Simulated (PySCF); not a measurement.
Computed IR spectrum (relative IR intensity) of a molecule C₅H₇F. Geometry: PBE-D3(BJ)/def2-SVP. Other conformers were not sampled. Method: PySCF with PBE-D3(BJ)/def2-SVP. Harmonic, unscaled wavenumbers; measured fundamentals usually lie a few per cent lower.

Lines under 2 % of the strongest are left out, and lines within 2 cm⁻¹ are merged.

| ν (cm⁻¹) | relative intensity |
|---|---|
| 212 | 3.8 |
| 246 | 3.6 |
| 409 | 6.0 |
| 480 | 12 |
| 635 | 11 |
| 662 | 5.0 |
| 754 | 43 |
| 868 | 16 |
| 896 | 49 |
| 933 | 27 |
| 978 | 24 |
| 994 | 12 |
| 1057 | 42 |
| 1115 | 40 |
| 1192 | 21 |
| 1223 | 40 |
| 1249 | 9.9 |
| 1354 | 31 |
| 1395 | 11 |
| 1669 | 7.5 |
| 1700 | 100 |
| 2962 | 22 |
| 3020 | 6.1 |
| 3064 | 16 |
| 3076 | 9.8 |
| 3132 | 23 |
| 3166 | 15 |

Question: Pick the molecule that these values belong to.
A. C=CC/C=C\F
B. FC1CC=CC1
C. C/C=C/C=C\F
D. C[C@@]1(F)C=CC1

Answer: A, C=CC/C=C\F
